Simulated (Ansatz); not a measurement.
Consider the hydrogen abstraction from the Al–H bond: `C[O][AlH][O]C` + F• → `C[O][Al][O]C`• + H–F.

Computed with Ansatz on PBE0-D4/def2-TZVP structures; ΔE is electronic, products minus reactants. CCSD(T)/CBS is the MP2 limit (def2-TZVPP, def2-QZVPP) plus CCSD(T) − MP2 in def2-TZVPP, frozen cores. This one scheme is used for every species, atoms too. DFT in def2-TZVPP. No spin–orbit coupling; open shells (•) take unrestricted orbitals. Spin–orbit coupling would lower the free atoms: a little for F. Each species was taken in one conformer, which may not be the lowest.

Question: Is it downhill or uphill in electronic energy at CCSD(T)/CBS, and by how much? (Best estimate.)

Answer: The calculation gave: Downhill: ΔE = -213.2 kJ/mol.

Question: What do these levels give: r2SCAN-D4, B97M-V, PBE0-D4, r2SCAN0-D4, BHLYP-D4, PBE-QIDH, PBE, BLYP, BHLYP, CCSD/def2-SVP, CCSD(T)/def2-TZVPP, MP2/def2-QZVPP? (Best estimate.)

Answer: The calculation gave: r2SCAN-D4 -213.6, B97M-V -179.4, PBE0-D4 -210.8, r2SCAN0-D4 -195.5, BHLYP-D4 -170.4, PBE-QIDH -205.4, PBE -234.9, BLYP -217.7, BHLYP -169.4, CCSD/def2-SVP -163.8, CCSD(T)/def2-TZVPP -200.5, MP2/def2-QZVPP -242.4 kJ/mol.

Largest T1 diagnostic among the species: 0.014.

From BLYP to BHLYP (50 % exact exchange), in def2-TZVPP and without D4, ΔE moves by +48.2 kJ/mol. In def2-TZVPP, CCSD(T) changes the Hartree–Fock value by −91.0 kJ/mol (the triples alone add −8.0 kJ/mol) and MP2 by −125.0 kJ/mol.
